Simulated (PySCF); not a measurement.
## Ionisation energy of Si⁺ by level of theory

Si⁺ [Ne] 3s2 3p1 (2P) → Si²⁺ [Ne] 3s2 (1S), as a difference of total energies. Computed with PySCF 2.14 in x2c-QZVPPall (9s6p4d2f1g, 70 functions), with scalar relativity by spin-free X2C-1e. Correlated levels: valence: [Ne] frozen; valence and next inner shell: 1s2 frozen. The calculations carry no spin-orbit coupling.

| method | ionisation energy (eV) |
| --- | --- |
| UHF | 15.835 |
| LDA | 16.359 |
| PBE | 16.400 |
| PBE0 | 16.425 |
| r2SCAN | 16.526 |
| MN15 | 16.197 |
| BP86 | 16.485 |
| HSE06 | 16.417 |
| M06-L | 16.245 |
| MP2 (valence) | 16.128 |
| SCS-MP2 (valence) | 16.120 |
| MP2 (valence and next inner shell) | 16.122 |
| SCS-MP2 (valence and next inner shell) | 16.114 |

A first-order spin-orbit estimate (lowest level to lowest level, LS coupling) adds 0.021 eV.

Errors of the correlated levels include the incompleteness of this basis and the frozen core.

Which method comes closest to the reference value, and which is furthest?

The reference is 16.346 eV (measured; NIST Atomic Spectra Database, ionization energies). Closest: LDA (error 0.034 eV); furthest: UHF (error -0.491 eV), both after the spin-orbit estimate.
